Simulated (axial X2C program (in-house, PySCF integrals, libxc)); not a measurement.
Worked dissociation energy of GeS: CCSD(T), scalar-relativistic

Computed with an axial X2C code built on PySCF integrals. Spin-free means the one-electron spin-free X2C Hamiltonian. Basis: Ge dyall-cv3z [9s9p7d4f1g], S dyall-av3z [9s8p3d2f] (cores contracted in-house); Gaussian nuclei, density fitting, unrestricted open shells. Masses: Ge 73.921 u, S 31.972 u.

Molecular state: M_S = 0, Λ = 0 (closed shell).

Correlated methods: 10 electrons correlated (number of frozen shells: Ge 3 s, 2 p, 1 d; S 2 s, 1 p), 234 virtual spin orbitals or spinors in MP2, 88 natural virtuals in coupled cluster.

| Quantity | Value |
| --- | --- |
| E(Ge) (2M_S = 2, M_L = 0) | -2097.184785 hartree |
| E(S) (2M_S = 2, M_L = 0) | -398.745350 hartree |
| E(GeS) at Re | -2496.131438 hartree |
| ωe | 562.3 cm⁻¹ |
| ωexe | 1.57 cm⁻¹ |

Work out De and D0.

De = -2097.184785 + (-398.745350) − (-2496.131438) = 0.20130 hartree = 5.478 eV. The zero-point energy is ωe/2 − ωexe/4 = 281 cm⁻¹ = 0.035 eV, so D0 = 5.443 eV.

One determinant describes the state; a PBE0 search over occupations chose it and may have missed a lower one. The closed shell is kept restricted, so the energy runs too high when the bond is stretched far. De is counted from the lowest determinant-based energies of the atoms at the same level, without counterpoise correction. CCSD and (T) use frozen natural virtuals with an MP2 correction for the truncation; (T) itself is uncorrected, so its De runs slightly low. With the outer-core shells frozen, correlated bond lengths of heavy atoms tend to come out a few hundredths of an ångström too long. Spin-free De lacks the spin–orbit lowering of the heavy p-block atom, a tenth of an eV or more for 4p and 5p, up to an eV for 6p and one to two eV for 7p atoms, less what an open-shell molecule gains itself.

Each atomic determinant is the lowest at this level and need not be a pure term. Totals compare only within one Hamiltonian and basis.
